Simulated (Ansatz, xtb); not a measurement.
Relative energy of two structures of CHBrSn

Structure I is a singlet given by its coordinates and structure II is a triplet given by its coordinates. Both are isolated molecules in the gas phase, relaxed with PBE0-D3(BJ)/def2-SVP.

I (Å):

```xyz
4

C    -0.4323    0.1723    0.0528
Br    1.4712    0.2419   -0.0320
Sn   -1.2186   -1.6456   -0.3229
H    -0.8649    1.1488    0.2999
```

Close contacts (Å): C1–Br2 1.91, C1–Sn3 2.02, Br2–Sn3 3.30, C1–H4 1.10.

II (Å):

```tsv
atom	x (Å)	y (Å)	z (Å)
C	-1.3770	0.5930	-1.6012
Br	-2.2367	3.7734	-0.4833
Sn	-0.7648	1.7602	0.0739
H	-1.3804	-0.2972	-2.2468
```

Close contacts (Å): C1–Sn3 2.13, Br2–Sn3 2.56, C1–H4 1.10.

Q: Estimate E(II) − E(I) at the level CCSD(T)/def2-TZVPP.

A: Calculated at CCSD(T)/def2-TZVPP: E(II) − E(I) = +15.6 kcal/mol, so structure I lies lower.

How the difference moves with the method:

```json
{"level": "PBE0-D3(BJ)/def2-SVP", "geometry": "PBE0-D3(BJ)/def2-SVP", "E(II) − E(I) (kcal/mol)": "+9.7", "departure from the last row (kcal/mol)": "−5.9", "job, with rough time for the two": "optimisation, 83 s"}
{"level": "HF/def2-TZVPP", "geometry": "PBE0-D3(BJ)/def2-SVP", "E(II) − E(I) (kcal/mol)": "−25.0", "departure from the last row (kcal/mol)": "−40.6", "job, with rough time for the two": "part of the CCSD(T) run"}
{"level": "MP2/def2-TZVPP", "geometry": "PBE0-D3(BJ)/def2-SVP", "E(II) − E(I) (kcal/mol)": "+21.7", "departure from the last row (kcal/mol)": "+6.1", "job, with rough time for the two": "part of the CCSD(T) run"}
{"level": "CCSD(T)/def2-TZVPP", "geometry": "PBE0-D3(BJ)/def2-SVP", "E(II) − E(I) (kcal/mol)": "+15.6", "departure from the last row (kcal/mol)": "", "job, with rough time for the two": "single point, 2.9 min"}
```

HF/def2-TZVPP puts the two in the other order. The largest departure from CCSD(T)/def2-TZVPP is that of HF/def2-TZVPP, 40.6 kcal/mol. Levels run at GFN2-xTB geometries aren't shown. The triplet state of II needn't be its ground state.

With harmonic frequencies from PBE0-D3(BJ)/def2-SVP (ideal gas, rigid rotor, one conformer each, 298.15 K, 1 atm): on the last row, ΔE + ΔZPE = +13.4 kcal/mol. A mode under 50 cm⁻¹ makes harmonic enthalpies and free energies unreliable, so none is given.

Open shells are spin-unrestricted. The correlated steps freeze 14 core orbitals; the filled d shell of Br and Sn is correlated, in a basis made for valence electrons. Atoms past krypton carry core potentials in the def2 sets and no spin–orbit term is included. ΔG holds the spin degeneracy. Run with Ansatz 0.2.0; the last row on 1 thread of Arm Neoverse V2 on a shared host.
